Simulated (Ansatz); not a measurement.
Mulliken charges of `[OH][Al]([Cl])[O][SiH3]` from r2SCAN/def2-TZVPP in Ansatz (PBE0-D4/def2-TZVP geometry).

| atom | x (Å) | y (Å) | z (Å) | charge (e) |
| --- | --- | --- | --- | --- |
| O1 | 2.472 | 1.368 | -0.150 | -0.410 |
| Al2 | 1.474 | 0.110 | 0.346 | 0.675 |
| Cl3 | 2.314 | -1.379 | 1.524 | -0.250 |
| O4 | -0.140 | 0.035 | -0.080 | -0.370 |
| Si5 | -1.687 | -0.457 | -0.208 | 0.403 |
| H6 | 2.161 | 2.092 | -0.692 | 0.194 |
| H7 | -2.535 | 0.693 | -0.616 | -0.084 |
| H8 | -1.795 | -1.527 | -1.234 | -0.081 |
| H9 | -2.176 | -0.981 | 1.094 | -0.076 |

Q: By hand: the dipole of these point charges (1 e Å = 4.8032 D).

A: Σ q r = (-0.282, 0.207, -0.206) e Å, of length 0.406 e Å = 1.95 D.

Q: How does the dipole of the full density compare? (An estimate is asked.)

A: Ansatz gave: (-0.205, 0.269, -0.228) e Å, 1.96 D; the point charges give 0.99 times that, at 14° from its direction.

Point charges leave out the atoms' own dipoles, such as those of lone pairs, and Mulliken's split depends on the basis, so the close match here is no proof of good charges.
